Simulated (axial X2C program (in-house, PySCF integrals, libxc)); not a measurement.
# MoC⁻: from the spin-free to the two-component result

Calculated with an in-house all-electron X2C program for linear molecules (integrals from PySCF). Spin-free means the one-electron spin-free X2C Hamiltonian; two-component (2c) means X2C with spin–orbit coupling and atomic mean-field two-electron Coulomb and Gaunt terms, so the difference of the two also holds small scalar two-electron terms. Basis: Mo dyall-acv3z [12s13p10d5f3g], C dyall-av3z [8s7p3d2f] (cores contracted in-house); Gaussian nuclei, density fitting, unrestricted open shells. Masses: Mo 97.905 u, C 12.000 u.

Spin-free state: M_S = 3/2, Λ = 0 (beyond evenly filled blocks: σα, δ+α, δ-α); fragments Mo + C-.

```
level  Re (Å)  ωe (cm⁻¹)  De (eV)  μ (D)
 PBE0   1.683      986.4    4.595  -2.83
PBE50   1.671      914.2    3.800  -2.45
```

Dipoles are positive if C is the positive end and refer to the centre of mass.

Two-component determinant lowest at the distance of the search:

Ω = 3/2 (⟨Sz⟩ = 1.50, ⟨Lz⟩ = 0.00 at PBE0); fragments Mo + C-.

| level | Re (Å) | ωe (cm⁻¹) | De (eV) | μ (D) |
| --- | --- | --- | --- | --- |
| PBE0 | 1.682 | 988.2 | 4.603 | -2.81 |
| PBE50 | 1.669 | 918.0 | 3.809 | -2.44 |

Question: From the two tables, how do the constants change at the PBE0 level (2c against spin-free)?

Answer: At the PBE0 level Re falls by 0.001 Å and ωe increases by 1.8 cm⁻¹; De changes by 0.008 eV.

Occupations by symmetry block were frozen at the best pattern of an incomplete PBE0 search. De is counted from the lowest determinant-based energies of the atoms at the same level, without counterpoise correction. Density functionals use the spin component along the axis (collinear). Other states lie close and PBE0, whose exact exchange favours high spin, may order them wrongly; the determinant shown need not be the ground state. The nearest other spin-free determinant of the search, M_S = 1/2, Λ = 2, lies 0.90 eV up at the distance of the search. The functionals have no current-density term, which raises determinants with orbital currents, atoms included. With several unpaired electrons one determinant need not be a pure state. The highest occupied level of some functionals is positive through self-interaction error; at Hartree–Fock it is bound. This is the top spin component of a Σ state; components of lower Ω are not single determinants and can lie lower. The determinant is spin-polarised beyond a pure state at some levels (its spin-free form has ⟨S²⟩ too high), which makes Re and μ there less reliable.
